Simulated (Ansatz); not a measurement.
`N/C=[CH]\[InH2]` → `C=C[NH][InH2]`  (isomerisation)

Gas-phase electronic energies from Ansatz, PBE0-D4/def2-TZVP geometries. CCSD(T)/CBS is the MP2 limit (def2-TZVPP, def2-QZVPP) plus CCSD(T) − MP2 in def2-TZVPP, frozen cores. def2 core potentials past Kr. For In outer-core shells are correlated without core-valence functions, which leaves a few kJ/mol of doubt a bond. Each species was taken in one conformer, which may not be the lowest.

| species | CCSD(T)/CBS(def2) energy (Eh) |
| --- | --- |
| `N/C=[CH]\[InH2]` | -324.17668 |
| `C=C[NH][InH2]` | -324.18945 |

Problem. Work out ΔE.

Solution. ΔE = (-324.18945) − (-324.17668) = -0.01277 Eh = -8.0 kcal/mol.

Largest T1 diagnostic among the species: 0.016.

Leaving LDA and LC-ωPBE aside and taking each functional with its dispersion term where it has one, the values, not all of them listed here, spread over 2.0 kcal/mol, from BLYP-D4 to HSE06-D4. LDA lies +0.9 kcal/mol from PBE without D4.
